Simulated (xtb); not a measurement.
xtb input (GFN1-xTB):

```bash
xtb mol.xyz --gfn 1 --opt tight --chrg 0 --uhf 0
```
mol.xyz:
```
6

B      0.00046236     0.01056595     0.81325036
B     -0.00046236    -0.01056595    -0.81325036
H      1.01413362     0.01099510     1.44912932
H     -1.01248534     0.02667211     1.45007783
H      0.00700754     0.99439047    -1.46277208
H     -0.00865582    -1.03205767    -1.43643507
```

Output:

```
           -------------------------------------------------
          |                Calculation Setup                |
           -------------------------------------------------

           -------------------------------------------------
          |                 G F N 1 - x T B                 |
           -------------------------------------------------

        Reference                      10.1021/acs.jctc.7b00118
      * Hamiltonian:
        H0-scaling (s, p, d)           1.850000    2.250000    2.000000
        zeta-weighting                 0.000000
      * Dispersion:
        s8                             2.400000
        a1                             0.630000
        a2                             5.000000
        s9                             0.000000
      * Repulsion:
        kExp                           1.500000
        rExp                           1.000000
      * Coulomb:
        alpha                          2.000000
        third order                    atomic
        anisotropic                    false
      * Halogen bond correction:
        rad-scale                      1.300000
        damping                        0.440000

          ...................................................
          :                      SETUP                      :
          :.................................................:
          :  # basis functions                  16          :
          :  # atomic orbitals                  16          :
          :  # shells                           12          :
          :  # electrons                        10          :
          :  # halogen bonds                     0          :
          :  max. iterations                   250          :
          :  Hamiltonian                  GFN1-xTB          :
          :  restarted?                      false          :
          :  GBSA solvation                  false          :
          :  PC potential                    false          :
          :  electronic temp.          300.0000000     K    :
          :  accuracy                    1.0000000          :
          :  -> integral cutoff          0.2500000E+02      :
          :  -> integral neglect         0.1000000E-07      :
          :  -> SCF convergence          0.1000000E-05 Eh   :
          :  -> wf. convergence          0.2000000E-04 e    :
          :  Broyden damping             0.4000000          :
          :  net charge                          0          :
          :  unpaired electrons                  0          :
          ...................................................

 iter      E             dE          RMSdq      gap      omega  full diag
   1     -4.9248599 -0.492486E+01  0.771E+00    4.37       0.0  T
   2     -4.9340704 -0.921047E-02  0.457E+00    4.27       1.0  T
   3     -4.9353401 -0.126970E-02  0.952E-01    4.12       1.0  T
   4     -4.9337384  0.160174E-02  0.134E+00    4.28       1.0  T
   5     -4.9368320 -0.309368E-02  0.308E-02    4.19       1.3  T
   6     -4.9368338 -0.179188E-05  0.134E-03    4.18      30.4  T
   7     -4.9368338 -0.331970E-08  0.581E-04    4.18      70.3  T
[...]

         :::::::::::::::::::::::::::::::::::::::::::::::::::::
         ::                     SUMMARY                     ::
         :::::::::::::::::::::::::::::::::::::::::::::::::::::
         :: total energy              -4.876060729463 Eh    ::
         :: gradient norm              0.000285813567 Eh/a0 ::
         :: HOMO-LUMO gap              4.275444053560 eV    ::
         ::.................................................::
         :: SCC energy                -4.944285295745 Eh    ::
         :: -> electrostatic           0.001529210865 Eh    ::
         :: repulsion energy           0.069100588215 Eh    ::
         :: dispersion energy         -0.000876021933 Eh    ::
         :: halogen bond corr.         0.000000000000 Eh    ::
         :: add. restraining           0.000000000000 Eh    ::
         :: total charge              -0.000000000000 e     ::
         :::::::::::::::::::::::::::::::::::::::::::::::::::::

           -------------------------------------------------
          |                Property Printout                |
           -------------------------------------------------

    * Orbital Energies and Occupations

         #    Occupation            Energy/Eh            Energy/eV
      -------------------------------------------------------------
         1        2.0000           -0.5799754             -15.7819
         2        2.0000           -0.5418240             -14.7438
         3        2.0000           -0.4667542             -12.7010
         4        2.0000           -0.4667542             -12.7010
         5        2.0000           -0.4385636             -11.9339 (HOMO)
         6                         -0.2814439              -7.6585 (LUMO)
         7                         -0.2814439              -7.6585
         8                         -0.0894315              -2.4336
         9                         -0.0727603              -1.9799
        10                         -0.0549801              -1.4961
        11                         -0.0549801              -1.4961
        12                          0.1899475               5.1687
        13                          0.3073126               8.3624
        14                          0.3661925               9.9646
        15                          0.3661925               9.9646
        16                          0.5093487              13.8601
      -------------------------------------------------------------
                  HL-Gap            0.1571197 Eh            4.2754 eV
             Fermi-level           -0.3600038 Eh           -9.7962 eV

  Mulliken/CM5 charges         n(s)   n(p)   n(d)
     1B     0.12114 -0.08903   1.065  1.813  0.000
     2B     0.12114 -0.08903   1.065  1.813  0.000
     3H    -0.06057  0.04451   1.061  0.000  0.000
     4H    -0.06057  0.04451   1.061  0.000  0.000
     5H    -0.06057  0.04451   1.061  0.000  0.000
     6H    -0.06057  0.04451   1.061  0.000  0.000

Wiberg/Mayer (AO) data.
largest (>0.10) Wiberg bond orders for each atom

 ---------------------------------------------------------------------------
     #   Z sym  total        # sym  WBO       # sym  WBO       # sym  WBO
 ---------------------------------------------------------------------------
     1   5 B    3.133 --     2 B    1.152     3 H    0.937     4 H    0.937
     2   5 B    3.133 --     1 B    1.152     6 H    0.937     5 H    0.937
     3   1 H    0.998 --     1 B    0.937
     4   1 H    0.998 --     1 B    0.937
     5   1 H    0.998 --     2 B    0.937
     6   1 H    0.998 --     2 B    0.937
 ---------------------------------------------------------------------------

Topologies differ in total number of bonds
Writing topology from bond orders to xtbtopo.mol
Note: The following floating-point exceptions are signalling: IEEE_DENORMAL
normal termination of xtb

 dipole moment from electron density (au)
     X       Y       Z
   0.0000  -0.0000   0.0000  total (Debye):    0.000

           -------------------------------------------------
          |                Geometry Summary                 |
           -------------------------------------------------

      molecular mass/u    :       25.6538191
   center of mass at/Å    :        0.0000002      -0.0000001       0.0000000
  moments of inertia/u·Å² :        0.4010184E+01   0.2404027E+02   0.2404027E+02
rotational constants/cm⁻¹ :        0.4203705E+01   0.7012248E+00   0.7012248E+00

 * 5 selected distances

     #   Z          #   Z                                           value/Å
     1   5 B        2   5 B                                       1.5874992 (max)
     1   5 B        3   1 H                                       1.1908432 (min)
     1   5 B        4   1 H                                       1.1908432
     2   5 B        5   1 H                                       1.1908432
     2   5 B        6   1 H                                       1.1908432

 * 2 distinct bonds (by element types)

   Z      Z             #   av. dist./Å        max./Å        min./Å
   1 H    5 B           4     1.1908432     1.1908432     1.1908432
   5 B    5 B           1     1.5874992     1.5874992     1.5874992

optimized geometry written to: xtbopt.xyz

           -------------------------------------------------
          | TOTAL ENERGY               -4.876060729463 Eh   |
          | GRADIENT NORM               0.000285813567 Eh/α |
          | HOMO-LUMO GAP               4.275444053560 eV   |
           -------------------------------------------------

------------------------------------------------------------------------
------------------------------------------------------------------------
 total:
 SCF:
 ANC optimizer:
```
